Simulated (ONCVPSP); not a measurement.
**Before and after: ONCV potential for Fe**

```
Element                 : Fe
Generator               : ONCVPSP 4.0.1
Type                    : optimised norm-conserving Vanderbilt (ONCV)
Functional              : PBE
Relativity              : non-relativistic
Frozen core             : [Ne]
Valence charge          : 16
Reference configuration : 3s2 3p6 3d6 4s1 (charge +1)
Partial waves           : 3s+4s: rc 1.30 bohr, ncon 4, nbas 8, qcut 11.9 1/bohr, 2 projectors; 3p: rc 1.00 bohr, ncon 4, nbas 9, qcut 16.4 1/bohr, 2 projectors, debl 0.8 Ha; 3d: rc 1.10 bohr, ncon 3, nbas 8, qcut 15.7 1/bohr, 1 projector
Local potential         : polynomial inside 0.80 bohr (lpopt 1, dvloc0 3 Ha)
Core correction         : Teter function, fcfact 3, rcfact 1.4
```

In the p channel the program set the typed energies aside and used -2.503, 0.250 Ha.

All-electron outer shells of the reference configuration (PBE, non-relativistic, ld1.x):

| shell | level (eV) | outermost node (bohr) | outermost maximum (bohr) |
| --- | --- | --- | --- |
| 2p | -704.13 | – | 0.18 |
| 3s | -100.42 | 0.33 | 0.71 |
| 3p | -68.12 | 0.30 | 0.72 |
| 3d | -16.17 | – | 0.71 |
| 4s | -12.16 | 1.01 | 2.32 |

Change: all radii but the core radius scaled by about 1.12 (s 1.46, p 1.12, d 1.24 bohr); local potential polynomial inside 0.90 bohr (lpopt 1, dvloc0 3 Ha).

Cutoffs: the cutoffs (Ha) at which the residual kinetic energy of the hardest occupied pseudo-wave falls to 1 and 0.1 mHa per electron; they do not see the model core or the augmentation charge, which bear on the density cutoff. Errors are all-electron minus pseudo energies relative to the spin-unpolarised reference configuration.

How do hardness, ghosts and transferability respond?

The potential gets softer (82 Ha and 95 Ha → 75 Ha and 87 Ha); of the 4 tests that both files solve, the error grows in 2 and shrinks in 0 by more than 15 % and 0.3 meV (median size 1.1 → 1.3 meV); neither file shows a bound ghost. A larger radius leaves more room for a smooth pseudo-wave, so fewer plane waves are needed.

```csv
quantity,base,changed
"cutoff, loose",82 Ha,75 Ha
"cutoff, tight",95 Ha,87 Ha
loose cutoff by channel,"s 40 Ha, p 66 Ha, d 82 Ha","s 38 Ha, p 51 Ha, d 75 Ha"
bound ghosts,none,none
GHOST(+) flags under 300 eV,none,none
"error for 3s2 3p6 3d6 4s2, meV [ΔE -8.60 eV]",+0.3,+0.3
"error for 3s2 3p6 3d6 4s0, meV [ΔE 15.99 eV]",+0.5,+0.6
"error for 3s2 3p6 3d5 4s0, meV [ΔE 50.43 eV]",-1.7,-2.0
"error for 3s2 3p6 3d5 4s2, meV [ΔE 5.93 eV]",+7.5,+9.9
"rms error of d²Exc/dni dnj with the model core, mHa",1.19,1.27
```
